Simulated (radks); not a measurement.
The numbers below are computed, except where a source is named.
Valence configurations of the cadmium ion Cd3+ (all share [Kr]). Level of theory: Dirac Kohn-Sham, PBE, spin-unpolarised, spherical densities, point nucleus; open shells fill j = l - 1/2 first (a radial shooting solver on a logarithmic mesh with Libxc functionals). Energies are relative to 4d9; eigenvalues in eV.

\begin{tabular}{lrrrrrr}
valence & E (eV) & e(4d3/2) & e(4d5/2) & e(5p1/2) & e(5p3/2) & e(5s1/2) \\ \hline
4d9 & 0.000 & -46.253 & -45.480 & - & - & - \\
4d8.5 5s0.5 & 6.933 & -48.580 & -47.786 & - & - & -33.266 \\
4d8.5 5p0.5 & 10.808 & -49.131 & -48.336 & -25.844 & - & - \\
4d8 5s1 & 14.528 & -50.940 & -50.126 & - & - & -34.263 \\
4d8 5p1 & 22.502 & -52.019 & -51.200 & -26.918 & - & - \\
4d7 5s2 & 31.763 & -55.742 & -54.885 & - & - & -36.259 \\
4d7 5s1 5p1 & 40.142 & -56.784 & -55.923 & -28.480 & - & -36.894 \\
4d7 5p2 & 48.588 & -57.804 & -56.940 & -29.034 & - & - \\
4d6.5 5p2.5 & 63.446 & -60.796 & -59.907 & -30.107 & -29.219 & - \\
4d6 5s1 5p2 & 69.445 & -62.618 & -61.710 & -30.529 & - & -39.404 \\
\end{tabular}

NIST lists [Kr] 4d9 as the ground configuration; this level of theory agrees among the configurations tried. The energies are those of spherical spin-averaged densities, not of single terms.
